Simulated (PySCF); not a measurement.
Compound: C5H13BP2.
SMILES with atom numbers: `[BH3-:1][P@+:2]1([PH2:3])[CH2:4][CH:5]=[C:6]([CH3:7])[CH2:8]1` (hydrogens: H9, H10, H11 on B1; H12, H13 on P3; H14, H15 on C4; H16 on C5; H17, H18, H19 on C7; H20, H21 on C8)

Structure used (PBE0-D3(BJ)/def2-SVP), in Å, numbered top down from 1:
```
atom  x, y, z in Å
B1    -2.5532   -1.2832    0.8893
P2    -1.4136    0.0787    0.1862
P3    -2.2239    2.1160   -0.1117
C4    -0.5648   -0.2250   -1.4269
C5     0.8059    0.3553   -1.2387
C6     1.1801    0.6945    0.0047
C7     2.5092    1.2536    0.3871
C8     0.1564    0.4427    1.0849
H9    -2.9080   -0.8684    1.9840
H10   -3.4660   -1.3999    0.0843
H11   -1.8003   -2.2518    0.9396
H12   -3.3978    1.6230   -0.7615
H13   -2.8513    2.1177    1.1723
H14   -0.5416   -1.3156   -1.6024
H15   -1.1222    0.2190   -2.2676
H16    1.4777    0.4681   -2.0951
H17    3.0103    0.6069    1.1268
H18    3.1713    1.3594   -0.4834
H19    2.3963    2.2440    0.8590
H20    0.0436    1.2926    1.7781
H21    0.4195   -0.4362    1.7005
```

Computed with PySCF at PBE0/pcSseg-1, non-relativistic, on one gas-phase PBE0-D3(BJ)/def2-SVP geometry that isn't relaxed in the solvent. The solvent is an IEF-PCM continuum (Bondi radii, 1.10 Å for H, scaled by 1.2). The model holds no explicit solvent molecules, cavitation or dispersion.

```csv
run,E − E(gas) (kcal/mol),HOMO (eV),HOMO–LUMO gap (eV),dipole (D)
gas,0.00,-7.38,6.95,4.40
P,-8.02,-7.04,6.85,5.59
Q,-3.71,-7.19,6.89,4.98
```

Q: The runs were made in acetonitrile and benzene. Which run belongs to which solvent?

A: P = acetonitrile, Q = benzene. The dielectric constants are 2.271 (benzene), 35.69 (acetonitrile), and the energy falls further as ε rises. In this model the ground state sees the solvent through ε alone.

Q: How constant is the ratio of the lowering to (ε − 1)/(2ε + 1)?

A: 
| solvent | (ε − 1)/(2ε + 1) | E − E(gas) (kcal/mol) | ratio (kcal/mol) | polarisation term (kcal/mol) |
| --- | --- | --- | --- | --- |
| benzene | 0.229 | -3.71 | -16.2 | -4.01 |
| acetonitrile | 0.479 | -8.02 | -16.7 | -9.40 |

The ratio changes by +3.4 % in size from benzene to acetonitrile. The polarisation term is half the interaction of the solute with the induced surface charges.
